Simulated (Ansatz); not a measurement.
Kohn–Sham single points on C₂H₂F₆HfO, SMILES `FC(F)(F)C[O][Hf]([F])([F])[F]`.

```yaml
crystal:
  periodic: [false, false, false]
  atoms:
    - {symbol: F, position_ang: [-0.709290, -0.136574, -2.084727]}
    - {symbol: C, position_ang: [-1.499795, -0.019585, -1.013941]}
    - {symbol: F, position_ang: [-2.664054, 0.499422, -1.413132]}
    - {symbol: F, position_ang: [-1.731693, -1.252007, -0.553038]}
    - {symbol: C, position_ang: [-0.876420, 0.866099, 0.047093]}
    - {symbol: O, position_ang: [0.327579, 0.347651, 0.472569]}
    - {symbol: Hf, position_ang: [1.957426, -0.556396, 0.899342]}
    - {symbol: F, position_ang: [1.593347, -2.305864, 1.553957]}
    - {symbol: F, position_ang: [3.070518, -0.677039, -0.639570]}
    - {symbol: F, position_ang: [2.866607, 0.434895, 2.247626]}
    - {symbol: H, position_ang: [-1.589219, 0.938731, 0.874690]}
    - {symbol: H, position_ang: [-0.745015, 1.860675, -0.390879]}
basis:
  gaussian: {orbitals: def2-TZVPP}
hamiltonian: {xc: {name: B3LYP}, dispersion: d4}
output: {forces: true, orbitals: {seedname: orbitals}}
```

```sh
$ ansatz run in.yaml --threads 2 --pin off --events-out ev --progress --plain --max-ram 22528MiB --backend cuda --devices 0, --max-vram 18GiB
```

Shortened log:

```
Functional definition: B3LYP
1938 factors; their error is unknown
mean field evaluation 1: about -21766.3954 eV, gradient 9.7e1 eV
mean field evaluation 2: about -21708.9683 eV, gradient 2.1e2 eV
mean field evaluation 4: about -21780.2508 eV, gradient 1.1e1 eV
mean field evaluation 8: about -21780.4312 eV, gradient 2.6e-1 eV
mean field evaluation 16: about -21780.4831 eV, gradient 9.4e-3 eV
mean field -21780.48313835 eV, -800.4179919926 hartree, gradient 3.9e-5 eV, S^2 0.000000; 0 other end points of the search recorded, 0 dependent functions left out
reference -21780.48344205 eV, -800.4180031535 hartree; 44, 44 occupied and 319, 319 virtual orbitals, 1938 factors
Total energy: -21780.89968744 eV, -800.4332998893 hartree
Atom 0 at    -0.709290    -0.136574    -2.084727 Å, force     0.270070    -0.036784    -0.361571 eV/Å
Atom 1 at    -1.499795    -0.019585    -1.013941 Å, force     0.104328     0.161814     0.187633 eV/Å
Atom 2 at    -2.664054     0.499422    -1.413132 Å, force    -0.396678     0.174783    -0.137517 eV/Å
Atom 3 at    -1.731693    -1.252007    -0.553038 Å, force    -0.078001    -0.416349     0.159776 eV/Å
Atom 4 at    -0.876420     0.866099     0.047093 Å, force    -0.240311     0.280195     0.044095 eV/Å
Atom 5 at     0.327579     0.347651     0.472569 Å, force     0.026097     0.027993     0.038020 eV/Å
Atom 6 at     1.957426    -0.556396     0.899342 Å, force     0.031565    -0.014625     0.010613 eV/Å
Atom 7 at     1.593347    -2.305864     1.553957 Å, force    -0.056610    -0.263620     0.097829 eV/Å
Atom 8 at     3.070518    -0.677039    -0.639570 Å, force     0.166439    -0.017759    -0.232952 eV/Å
Atom 9 at     2.866607     0.434895     2.247626 Å, force     0.136652     0.147495     0.201406 eV/Å
Atom 10 at    -1.589219     0.938731     0.874690 Å, force     0.045356     0.008102    -0.044378 eV/Å
Atom 11 at    -0.745015     1.860675    -0.390879 Å, force    -0.008907    -0.051245     0.037046 eV/Å
Dipole moment:    -0.242597     0.410115     0.137259 e Å
```

Hardware: 2 threads of an AMD EPYC 7R13 on a shared host and a share of an NVIDIA H100 80 GB. Wall time 4.9 s, peak host memory 1 GiB.

Changing it to `hamiltonian: {xc: {name: wB97M-V}}` (abridged; 4.4 s):

```
Functional definition: wB97M-V
mean field evaluation 16: about -21773.0302 eV, gradient 4.0e-4 eV
mean field -21773.03017150 eV, -800.1441005128 hartree, gradient 8.1e-5 eV, S^2 0.000000
Total energy: -21773.03023381 eV, -800.1441028025 hartree
Atom 0 force     0.156059    -0.023707    -0.197433 eV/Å
Atom 1 force     0.100065     0.145506     0.172853 eV/Å
Atom 2 force    -0.212621     0.090309    -0.076182 eV/Å
Atom 3 force    -0.036117    -0.233255     0.090426 eV/Å
Atom 4 force    -0.291823     0.268958     0.001560 eV/Å
Atom 5 force     0.055011    -0.031699     0.013694 eV/Å
Atom 6 force     0.078383    -0.044009     0.020255 eV/Å
Atom 7 force    -0.023621    -0.117525     0.043647 eV/Å
Atom 8 force     0.075203    -0.008679    -0.102835 eV/Å
Atom 9 force     0.061543     0.062626     0.088015 eV/Å
Atom 10 force     0.057008    -0.012660    -0.084082 eV/Å
Atom 11 force    -0.019091    -0.095864     0.030081 eV/Å
Dipole moment:    -0.232363     0.404426     0.139930 e Å
```

With the line `hamiltonian: {xc: r2scan, dispersion: d4}` (abridged; 4.5 s):

```
Functional definition: r2SCAN
mean field evaluation 16: about -21772.1247 eV, gradient 2.1e-3 eV
mean field -21772.12470889 eV, -800.1108253757 hartree, gradient 6.4e-5 eV, S^2 0.000000
Total energy: -21772.19425262 eV, -800.1133810605 hartree
Atom 0 force     0.247296    -0.038236    -0.312651 eV/Å
Atom 1 force     0.133733     0.194384     0.230977 eV/Å
Atom 2 force    -0.347430     0.155697    -0.118529 eV/Å
Atom 3 force    -0.056664    -0.369821     0.142676 eV/Å
Atom 4 force    -0.214737     0.179693    -0.012131 eV/Å
Atom 5 force     0.062496    -0.019657     0.027568 eV/Å
Atom 6 force     0.106525    -0.059513     0.027801 eV/Å
Atom 7 force    -0.018800    -0.090332     0.032642 eV/Å
Atom 8 force     0.056857    -0.006943    -0.079239 eV/Å
Atom 9 force     0.045337     0.047098     0.065294 eV/Å
Atom 10 force    -0.010903    -0.000072     0.003154 eV/Å
Atom 11 force    -0.003711     0.007703    -0.007561 eV/Å
Dipole moment:    -0.236690     0.397057     0.131682 e Å
```

Changing it to `hamiltonian: {xc: {name: r2SCANh}, dispersion: d4}` and no forces (abridged; 3.9 s):

```
Functional definition: r2SCANh
mean field evaluation 16: about -21770.4358 eV, gradient 1.3e-3 eV
mean field -21770.43583636 eV, -800.0487604548 hartree, gradient 4.9e-5 eV, S^2 0.000000
Total energy: -21770.50957517 eV, -800.0514703061 hartree
```

Changing it to `hamiltonian: {xc: {name: BHLYP}, dispersion: d4}` and no forces (abridged; 4.1 s):

```
Functional definition: BHLYP
mean field evaluation 16: about -21769.0999 eV, gradient 2.2e-4 eV
mean field -21769.09992646 eV, -799.9996666715 hartree, gradient 7.7e-5 eV, S^2 0.000000
Total energy: -21769.42197942 eV, -800.0115018993 hartree
```

The same input with `hamiltonian: {xc: hse06, dispersion: d4}` and no forces (abridged; 5 s):

```
Functional definition: HSE06
mean field evaluation 16: about -21758.7113 eV, gradient 1.6e-4 eV
mean field -21758.71128704 eV, -799.6178912144 hartree, gradient 5.5e-5 eV, S^2 0.000000
Total energy: -21758.92055859 eV, -799.6255818022 hartree
```

B3LYP takes the VWN-RPA correlation (the form of Gaussian; ORCA's B3LYP/G).

HSE06 is the plane-wave form, built on full-range PBE exchange.
